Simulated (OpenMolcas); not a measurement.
Ti2+ (d2) in a complex was computed by SS-CASPT2, IPEA 0.25 Eh, imaginary shift 0.1 Eh with the d shell active (OpenMolcas, ANO-RCC-VDZP on the metal). Its lowest spin-free states, and all those of the highest spin:

```tsv
2S+1	Degeneracy	E (cm-1)
3	1	0
3	3	1930
3	3	4450
1	2	8090
1	3	9580
3	3	11820
1	1	13910
1	3	14830
1	2	15360
1	3	16410
1	1	30310
```

Is the site octahedral, tetrahedral or cube-like, axial, or of lower symmetry?

The states with 2S+1 = 3 have orbital degeneracies 1, 3, 3, 3. Threefold states need a cubic site. For d2 at this spin an octahedron puts the threefold T1 below the threefold T2 and a tetrahedron or cube puts the single A2 below the threefold T2, so the site is a tetrahedron or a cube, which this pattern cannot tell apart. The first gap at this spin, 1930 cm-1, is |10Dq| in ligand-field theory. The run had Ti2+ with 4 ligands (oxide) in tetrahedral coordination (Td) at 2.11 Å. A charge of +1.5 e stands 3.2 Å behind each ligand. Ligand basis ANO-RCC-VDZP.

Roots that are degenerate in the reference are averaged as groups; the widest CASPT2 spread within a group is 450 cm-1 (the 3-fold group of multiplicity 3 near 1930 cm-1 above the lowest state of its run). Shifts and gaps below about the spread of the groups concerned are not significant. Over all roots computed the reference weight is 0.70 to 0.72; a low but even weight reflects the number of correlated electrons. The oxide ions are held by bare point charges, a crude embedding. Ligand-to-metal charge-transfer states are missing. These CASPT2 states fit no ligand-field parameters well, so their order and spin gaps are uncertain. With no ligand orbital active B as a rule stays too high, so bands that hang on it stand too high and its fall with covalency is understated. With one d shell and no ligand orbital active, 10Dq can be off by tens of per cent for divalent 3d ions, low with halides held by bare charges and at times high in hosts. No measured value stands beside these numbers; the geometry is a model, was not optimised and need not be the one that this ion takes.
